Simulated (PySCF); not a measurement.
PySCF job for C2H7GaS, SMILES [Ga]([CH3])([CH3])[SH], TDDFT-PBE/def2-SVPD. The structure is a stationary point at B3LYP-D3(BJ)/def2-SVP. The structure was generated by enumeration; whether it is a known compound was not checked. Other conformers were not sampled.

```python
import numpy as np
from pyscf import gto, scf, dft, tdscf

mol = gto.M(
    atom='''
    Ga   -0.24156777    0.19508045   -0.06992513
    C    -2.03165508   -0.61643382   -0.27564277
    H    -2.02374856   -1.68808915   -0.02958568
    H    -2.37709737   -0.49871024   -1.31613164
    H    -2.76241809   -0.10764989    0.37371736
    C     0.20344814    2.11651786   -0.22742042
    H     1.28090162    2.27757385   -0.37920001
    H    -0.09433050    2.63565950    0.69919064
    H    -0.34872087    2.58021639   -1.06014783
    S     1.39985868   -1.24551592    0.40391638
    H     2.38551759   -0.31874424    0.43555330
    ''',
    basis='def2-SVPD',
    charge=0,
    spin=0,
    max_memory=1600,
    verbose=4,
)
mf = dft.RKS(mol, xc='pbe').density_fit(auxbasis='def2-universal-jkfit')
mf.grids.level = 3
mf.conv_tol = 1e-9
mf.max_cycle = 100
mf.kernel()
mf.grids = dft.Grids(mol).set(level=1).build(with_non0tab=True)  # coarser grid for the response kernel
td = tdscf.TDDFT(mf)
td.singlet = True
td.nstates = 10
td.conv_tol = 1e-4
td.positive_eig_threshold = 1e-6
td.kernel(x0=td.get_init_guess(mf, 15))
td.analyze()
tt = tdscf.TDA(mf)
tt.singlet = False
tt.nstates = 4
tt.conv_tol = 1e-4
tt.positive_eig_threshold = 1e-6
tt.kernel(x0=tt.get_init_guess(mf, 9))
tt.analyze(verbose=3)
```

Program output:

```
PySCF version 2.14.0

[INPUT] verbose = 4
[INPUT] num. atoms = 11
[INPUT] num. electrons = 66
[INPUT] charge = 0
[INPUT] spin (= nelec alpha-beta = 2S) = 0
[INPUT] symmetry False subgroup None
[INPUT] Mole.unit = angstrom
[INPUT] Symbol           X                Y                Z      unit          X                Y                Z       unit  Magmom
[INPUT]  1 Ga    -0.241567770000   0.195080450000  -0.069925130000 AA   -0.456496925822   0.368648622757  -0.132139344925 Bohr   0.0
[INPUT]  2 C     -2.031655080000  -0.616433820000  -0.275642770000 AA   -3.839271680781  -1.164891093719  -0.520889343516 Bohr   0.0
[INPUT]  3 H     -2.023748560000  -1.688089150000  -0.029585680000 AA   -3.824330523383  -3.190026167350  -0.055908832409 Bohr   0.0
[INPUT]  4 H     -2.377097370000  -0.498710240000  -1.316131640000 AA   -4.492063000724  -0.942425769116  -2.487128343475 Bohr   0.0
[INPUT]  5 H     -2.762418090000  -0.107649890000   0.373717360000 AA   -5.220213631644  -0.203428809440   0.706223458395 Bohr   0.0
[INPUT]  6 C      0.203448140000   2.116517860000  -0.227420420000 AA    0.384461265152   3.999639093151  -0.429762308934 Bohr   0.0
[INPUT]  7 H      1.280901620000   2.277573850000  -0.379200010000 AA    2.420553254312   4.303990804971  -0.716584165332 Bohr   0.0
[INPUT]  8 H     -0.094330500000   2.635659500000   0.699190640000 AA   -0.178258810193   4.980674612608   1.321278818459 Bohr   0.0
[INPUT]  9 H     -0.348720870000   2.580216390000  -1.060147830000 AA   -0.658986938220   4.875902319214  -2.003389050252 Bohr   0.0
[INPUT] 10 S      1.399858680000  -1.245515920000   0.403916380000 AA    2.645349518295  -2.353683972586   0.763291335426 Bohr   0.0
[INPUT] 11 H      2.385517590000  -0.318744240000   0.435553300000 AA    4.507974910432  -0.602339317383   0.823076449651 Bohr   0.0

nuclear repulsion = 341.177679521833
number of shells = 69
number of NR pGTOs = 255
number of NR cGTOs = 161
basis = def2-SVPD
ecp = {}


******** <class 'pyscf.df.df_jk.DFRKS'> ********
method = DFRKS
initial guess = minao
damping factor = 0
level_shift factor = 0
DIIS = <class 'pyscf.scf.diis.CDIIS'>
diis_start_cycle = 1
diis_space = 8
diis_damp = 0
SCF conv_tol = 1e-09
SCF conv_tol_grad = None
SCF max_cycles = 100
direct_scf = False
XC library pyscf.dft.libxc version 7.1.2
    S. Lehtola, C. Steigemann, M. J. T. Oliveira, and M. A. L. Marques,  SoftwareX 7, 1–5 (2018)
XC functionals = pbe
    J. P. Perdew, K. Burke, and M. Ernzerhof,  Phys. Rev. Lett. 77, 3865 (1996)
    J. P. Perdew, K. Burke, and M. Ernzerhof,  Phys. Rev. Lett. 78, 1396 (1997)
    J. P. Perdew, K. Burke, and M. Ernzerhof,  Phys. Rev. Lett. 77, 3865 (1996)
    J. P. Perdew, K. Burke, and M. Ernzerhof,  Phys. Rev. Lett. 78, 1396 (1997)
radial grids:
    Treutler-Ahlrichs [JCP 102, 346 (1995); DOI:10.1063/1.469408] (M4) radial grids

becke partition: Becke, JCP 88, 2547 (1988); DOI:10.1063/1.454033
pruning grids: <function nwchem_prune>
grids dens level: 3
symmetrized grids: False
atomic radii adjust function: <function treutler_atomic_radii_adjust>
small_rho_cutoff = 0
Set gradient conv threshold to 3.16228e-05
Initial guess from minao.
tot grids = 136680
init E= -2401.8869774983
  HOMO = -0.292049419705393  LUMO = -0.0762773984966012  gap/eV = 5.87146
cycle= 1 E= -2402.35547546783  delta_E= -0.468  |g|= 0.932  |ddm|= 3.89
  HOMO = -0.183360003877628  LUMO = -0.0557333292365949  gap/eV = 3.47290
cycle= 2 E= -2402.06939617705  delta_E= 0.286  |g|=  1.5  |ddm|= 2.96
  HOMO = -0.226210296354674  LUMO = -0.0473001090162946  gap/eV = 4.86839
cycle= 3 E= -2402.5127726037  delta_E= -0.443  |g|= 0.0773  |ddm|= 2.12
  HOMO = -0.226989714401046  LUMO = -0.0583361695568776  gap/eV = 4.58930
cycle= 4 E= -2402.51384969751  delta_E= -0.00108  |g|= 0.0549  |ddm|= 0.203
  HOMO = -0.229908038668706  LUMO = -0.0556702715695643  gap/eV = 4.74125
cycle= 5 E= -2402.51481623671  delta_E= -0.000967  |g|= 0.0158  |ddm|= 0.0864
  HOMO = -0.227818353051877  LUMO = -0.0549657378159276  gap/eV = 4.70356
cycle= 6 E= -2402.51489289445  delta_E= -7.67e-05  |g|= 0.00123  |ddm|= 0.0227
  HOMO = -0.227933992190447  LUMO = -0.0549749070925167  gap/eV = 4.70646
cycle= 7 E= -2402.51489315252  delta_E= -2.58e-07  |g|= 0.000808  |ddm|= 0.00276
  HOMO = -0.227879296722722  LUMO = -0.0549561910132539  gap/eV = 4.70548
cycle= 8 E= -2402.51489337326  delta_E= -2.21e-07  |g|= 0.000151  |ddm|= 0.00128
  HOMO = -0.227883064279253  LUMO = -0.0549639077759334  gap/eV = 4.70537
cycle= 9 E= -2402.51489337841  delta_E= -5.15e-09  |g|= 5.94e-05  |ddm|= 0.000244
  HOMO = -0.227885851276634  LUMO = -0.0549655750996654  gap/eV = 4.70540
cycle= 10 E= -2402.51489337944  delta_E= -1.02e-09  |g|= 1.17e-05  |ddm|= 8.26e-05
  HOMO = -0.227884285442151  LUMO = -0.0549649043171998  gap/eV = 4.70538
cycle= 11 E= -2402.51489337948  delta_E= -4e-11  |g|= 3.83e-06  |ddm|= 2.07e-05
  HOMO = -0.22788562161011  LUMO = -0.0549648233964839  gap/eV = 4.70541
Extra cycle  E= -2402.51489337948  delta_E=    0  |g|= 6.15e-06  |ddm|= 1.58e-05
converged SCF energy = -2402.51489337948
tot grids = 41400
Overwritten attributes  positive_eig_threshold  of <class 'pyscf.tdscf.rks.CasidaTDDFT'>


******** <class 'pyscf.tdscf.rks.CasidaTDDFT'> for <class 'pyscf.df.df_jk.DFRKS'> ********
nstates = 10 singlet
deg_eia_thresh = 1.000e-03
wfnsym = None
conv_tol = 0.0001
eigh lindep = 1e-12
eigh level_shift = 0
eigh max_cycle = 100


Excitation energies (eV)
[5.1888344  5.30140759 5.37600923 5.56402191 5.96919141 6.12310215
 6.17115977 6.4997287  6.71804507 6.77788276]

** Singlet excitation energies and oscillator strengths **
Excited State   1:      5.18883 eV    238.94 nm  f=0.0552
      31 -> 35        0.11017
      33 -> 34        0.67897
Excited State   2:      5.30141 eV    233.87 nm  f=0.0423
      33 -> 35       -0.70396
Excited State   3:      5.37601 eV    230.62 nm  f=0.0003
      32 -> 34       -0.70392
Excited State   4:      5.56402 eV    222.83 nm  f=0.0004
      31 -> 34        0.70272
Excited State   5:      5.96919 eV    207.71 nm  f=0.0922
      32 -> 35        0.68199
      32 -> 36       -0.14553
Excited State   6:      6.12310 eV    202.49 nm  f=0.0008
      33 -> 36        0.70078
Excited State   7:      6.17116 eV    200.91 nm  f=0.1135
      31 -> 35       -0.67921
      31 -> 36        0.10291
Excited State   8:      6.49973 eV    190.75 nm  f=0.0217
      33 -> 37       -0.69814
Excited State   9:      6.71805 eV    184.55 nm  f=0.0037
      33 -> 38        0.69962
Excited State  10:      6.77788 eV    182.92 nm  f=0.0478
      31 -> 36       -0.26183
      32 -> 35       -0.10711
      32 -> 36       -0.59927
      32 -> 37       -0.21339

** Transition electric dipole moments (AU) **
state          X           Y           Z        Dip. S.      Osc.
  1        -0.5243      0.3595     -0.1736      0.4343      0.0552
  2         0.1152     -0.0959     -0.5504      0.3254      0.0423
  3        -0.0241      0.0284     -0.0269      0.0021      0.0003
  4        -0.0194      0.0122      0.0499      0.0030      0.0004
  5         0.0889      0.7855     -0.0734      0.6303      0.0922
  6         0.0572      0.0021     -0.0425      0.0051      0.0008
  7        -0.8284      0.1800     -0.1782      0.7504      0.1135
  8        -0.0577      0.0572      0.3598      0.1361      0.0217
  9        -0.0222      0.0137      0.1470      0.0223      0.0037
 10        -0.1245     -0.5218      0.0145      0.2880      0.0478

** Transition velocity dipole moments (imaginary part, AU) **
state          X           Y           Z        Dip. S.      Osc.
  1        -0.0990      0.0677     -0.0325      0.0154      0.0540
  2         0.0218     -0.0182     -0.1034      0.0115      0.0393
  3        -0.0044      0.0054     -0.0063      0.0001      0.0003
  4        -0.0037      0.0024      0.0084      0.0001      0.0003
  5         0.0211      0.1790     -0.0165      0.0328      0.0996
  6         0.0141      0.0003     -0.0126      0.0004      0.0011
  7        -0.1938      0.0398     -0.0415      0.0409      0.1201
  8        -0.0143      0.0137      0.0878      0.0081      0.0226
  9        -0.0058      0.0036      0.0377      0.0015      0.0040
 10        -0.0321     -0.1310      0.0037      0.0182      0.0487

** Transition magnetic dipole moments (imaginary part, AU) **
state          X           Y           Z
  1         0.0309     -0.0288      0.0390
  2        -0.2476     -0.4271      0.0058
  3        -1.1864      0.2060     -0.2147
  4        -0.3312     -1.2270      0.1233
  5        -0.0005     -0.0196     -0.1495
  6         0.1802     -0.2018      0.0587
  7         0.0340     -0.0219     -0.1335
  8         0.1687      0.0859     -0.0098
  9        -0.1145      0.1994     -0.0677
 10         0.0825     -0.0532     -0.5301
Overwritten attributes  positive_eig_threshold  of <class 'pyscf.tdscf.rks.TDA'>


******** <class 'pyscf.tdscf.rks.TDA'> for <class 'pyscf.df.df_jk.DFRKS'> ********
nstates = 4 triplet
deg_eia_thresh = 1.000e-03
wfnsym = None
conv_tol = 0.0001
eigh lindep = 1e-12
eigh level_shift = 0
eigh max_cycle = 100


Excitation energies (eV)
[4.39944157 5.06275482 5.11196796 5.25769455]

** Triplet excitation energies and oscillator strengths **
Excited State   1:      4.39944 eV    281.82 nm  f=0.0000
Excited State   2:      5.06275 eV    244.89 nm  f=0.0000
Excited State   3:      5.11197 eV    242.54 nm  f=0.0000
Excited State   4:      5.25769 eV    235.81 nm  f=0.0000
```

Self-consistency was reached.

Cost: roughly 50 core-seconds.
